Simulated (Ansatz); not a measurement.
Born–Oppenheimer molecular dynamics of BClFH2N (6 atoms, charge 0, multiplicity 1). It starts from a rough guess of a transition structure, not a stationary point.

Computed with UKS B3LYP-D4/cc-pVDZ (Ansatz).

```yaml
ensemble: NVE (velocity Verlet)
time_step: 0.5 fs
steps_asked: 150
starting_velocities_drawn_for: 300 K
seed: 538773
```

First frame:

```xyz
6
Properties=species:S:1:pos:R:3
B -0.211 0.391 -0.341
F -1.161 0.004 0.994
N 0.725 -0.484 0.023
H -0.153 -0.664 1.017
Cl -0.811 1.554 -1.375
H 1.611 -0.801 -0.317
```

How far do the bonds stretch over the last three quarters of this one trajectory? (Pairs bonded in most of those frames.)


```json
{"bond": "B1–F2", "mean (Å)": "1.370", "spread (Å)": "0.117", "shortest": "1.18", "longest": "1.62"}
{"bond": "B1–N3", "mean (Å)": "1.443", "spread (Å)": "0.111", "shortest": "1.22", "longest": "1.64"}
{"bond": "B1–Cl5", "mean (Å)": "1.816", "spread (Å)": "0.124", "shortest": "1.57", "longest": "1.96"}
{"bond": "N3–H4", "mean (Å)": "1.071", "spread (Å)": "0.133", "shortest": "0.85", "longest": "1.26"}
{"bond": "N3–H6", "mean (Å)": "1.028", "spread (Å)": "0.022", "shortest": "0.99", "longest": "1.08"}
```

Mean temperature of the second half: 3233 K. The conserved energy stayed within 3.8 meV per atom of its start (net change 0.049 meV per atom), so there is no drift, though single steps change it by up to 21 meV in the whole system, a sign of fast motions only just resolved. The system heated up, since it started high on the potential surface and ran downhill. A run of 0.075 ps of so small a system gives no equilibrium averages. The orbitals stay closed-shell, which can raise the energy where a bond breaks towards radicals; this wasn't checked here.

Run time: 8.7 min on 2 threads of Arm Neoverse N1, with other jobs on the host, peak memory 0.17 GiB.
